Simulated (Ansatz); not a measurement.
## Cost against result

Saddle point of Si2H8SO, closed shell (Si₂H₆O ([SiH3][O][SiH3]) + H₂S → Si₂H₆SO ([SiH3][O][SiH2][SH]) + H₂; bonds formed: Si1–S8, H2–H7; bonds broken: Si1–H2, H7–S8), PBE0-D4/def2-TZVP structure:

```xyz
12
angstrom
Si 0.7597 0.5804 0.0893
H 0.9562 -0.7616 -0.9729
O -0.7782 0.5857 -0.5248
Si -2.2753 -0.0281 -0.2713
H 0.4918 0.3431 1.5224
H 1.3294 1.7858 -0.5293
H 1.7935 -0.6993 -0.5863
S 3.0952 -0.0868 0.4986
H -2.5179 -0.2093 1.1854
H -2.3989 -1.3471 -0.9459
H -3.2750 0.9128 -0.8314
H 2.8196 -1.0755 1.3662
```

Barriers are electronic and count from the start structure reached by relaxing down the imaginary mode.

Program: Ansatz 0.2.0. Basis: as named in each row. Cores are frozen in the correlated methods. B3LYP uses VWN-RPA correlation. Extrapolation: Hartree–Fock as exp(−7.88 √X), correlation as X^−2.97.

Times are rough, for one single point on 4 threads of a shared host (Arm Neoverse V2).

The estimate by CCSD(T) at an estimated basis limit (MP2 extrapolated from triple and quadruple zeta, plus CCSD(T) − MP2 in triple zeta) is 44.93 kcal/mol.

```tsv
method	basis	time (s)	barrier (kcal/mol)	method less estimate
HF	STO-3G	under 1	115.72	70.79
PBE-D4	STO-3G	under 1	65.18	20.25
SPW92	def2-SVP	under 1	30.11	-14.82
B3LYP-D4	6-31G	under 1	52.19	7.26
PBE-D4	def2-SVP	under 1	36.45	-8.48
PBE0-D4	def2-SVP	1	41.33	-3.60
SPW92	def2-TZVPP	1	28.73	-16.20
PBE-D4	def2-TZVPP	2	34.76	-10.17
BLYP-D4	def2-TZVPP	2	40.76	-4.17
B3LYP-D4	def2-TZVPP	3	43.97	-0.96
BHLYP-D4	def2-TZVPP	3	49.40	4.47
CAM-B3LYP-D4	def2-TZVPP	4	46.58	1.65
PBE0-D4	def2-TZVPP	4	39.25	-5.68
CCSD(T)	def2-SVP	4	53.78	8.85
wB97M-V	def2-SVP	5	46.40	1.47
r2SCAN-D4	def2-TZVPP	5	38.34	-6.59
r2SCAN0-D4	def2-TZVPP	6	41.42	-3.51
RPA on PBE	def2-TZVPP	6	48.00	3.07
B2PLYP	def2-TZVPP	6	45.83	0.90
PBE-QIDH	def2-TZVPP	6	43.25	-1.68
wB97X-V	def2-TZVPP	8	46.04	1.11
wB97M-V	def2-TZVPP	10	44.70	-0.23
B97M-V	def2-TZVPP	10	42.48	-2.45
MP2	def2-QZVPP	23	43.57	-1.36
CCSD(T)	def2-TZVPP	150	46.91	1.98
```

All methods are single points on the PBE0-D4 structures.

No T1 diagnostic of these runs exceeds 0.013.

Labels in which every atom is bracketed show which atoms are joined, not bond orders.
